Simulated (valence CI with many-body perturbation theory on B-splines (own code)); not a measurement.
# Nb28+: fill in the table

Calculated by valence CI with perturbative core correlation (CI+MBPT): three valence electrons over a frozen Dirac-Fock core [Ne], radial functions for each j: 11 s, 11 p, 9 d, 7 f, 5 g, 2 h, 1 i, with the one-electron correlation potential Σ1 (screened to all orders), the two-electron term Σ2, the three-electron term Σ3, Breit, model QED; selected single and double excitations, second order for the rest (own B-spline code, finite nucleus).

No measured spectrum was set against this ion. As an estimate, large intervals hold to a few tenths of a per cent, small ones and those within an open d or f shell to about a per cent.

| Level | E (eV) |
| --- | --- |
| 3s2 3p 2P°_1/2 | 0.00 |
| 3s2 3p 2P°_3/2 | ? |
| 3s 3p2 4P_1/2 | 64.22 |
| 3s 3p2 4P_3/2 | ? |
| 3s 3p2 4P_5/2 | 84.59 |
| 3s 3p2 2D_3/2 | 95.80 |
| 3s 3p2 2P_1/2 | 105.15 |
| 3s 3p2 2D_5/2 | ? |
| 3s 3p2 2P_3/2 | 126.94 |
| 3s 3p2 2S_1/2 | ? |
| 3s2 3d 2D_3/2 | 135.24 |
| 3s2 3d 2D_5/2 | 137.05 |
| 3p3 2D°_3/2 | 166.05 |
| 3s 3p 3d 4F°_3/2 | ? |
| 3p3 2D°_5/2 | 178.24 |
| 3p3 4S°_3/2 | 182.19 |
| 3s 3p 3d 4F°_5/2 | ? |
| 3s 3p 3d 4F°_7/2 | 189.81 |
| 3s 3p 3d 4D°_3/2 | 192.93 |
| 3s 3p 3d 4P°_5/2 | 192.98 |

Names give the largest LS component (configuration and term), which can be under half, so a name can repeat, a term be missing and a line seem to break the LS rules; names also repeat where a configuration has a term twice.

Task: The levels stand in rising order. What does the calculation give for the missing energies?

Result: 3s2 3p 2P°_3/2 22.56; 3s 3p2 4P_3/2 78.09; 3s 3p2 2D_5/2 106.04; 3s 3p2 2S_1/2 127.80; 3s 3p 3d 4F°_3/2 177.81; 3s 3p 3d 4F°_5/2 183.93.
